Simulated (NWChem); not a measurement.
System: CH3FO2Si; SMILES O([SiH2]F)C=O

```xyz
8

O      0.5604     2.0050     0.0000
C     -0.5650     1.5854     0.0000
O     -0.8619     0.2911     0.0000
Si     0.4683    -0.7862     0.0000
F     -0.2463    -2.2330     0.0000
H     -1.4753     2.2192     0.0000
H      1.2400    -0.6442    -1.2531
H      1.2400    -0.6442     1.2531
```
Atoms are numbered in this order, from 1.

Level: PBE0/def2-SVP (NWChem), optimised geometry, unscaled harmonic frequencies. 

```csv
frequency (cm⁻¹),IR intensity (km/mol)
99,2.9
111,11.2
254,17.8
261,8.1
696,113.3
700,10.9
744,16.5
814,119.8
890,24.0
934,241.5
978,200.7
1061,0.1
1271,361.6
1391,10.0
1853,274.0
2313,41.9
2331,117.3
3085,52.0
```

The zero-point energy comes out as 28.3 kcal/mol and the thermal correction to the enthalpy at 298.15 K (with zero-point energy) comes out as 32.5 kcal/mol. The heat capacity Cv comes out as 18.4 cal/(mol K). The entropy at 298.15 K and 1 atm (symmetry number 1) comes out as 77.1 cal/(mol K) and the dipole moment is 0.45 D.

Rigid rotor and harmonic oscillator; modes under 100 cm⁻¹ make the entropy uncertain.
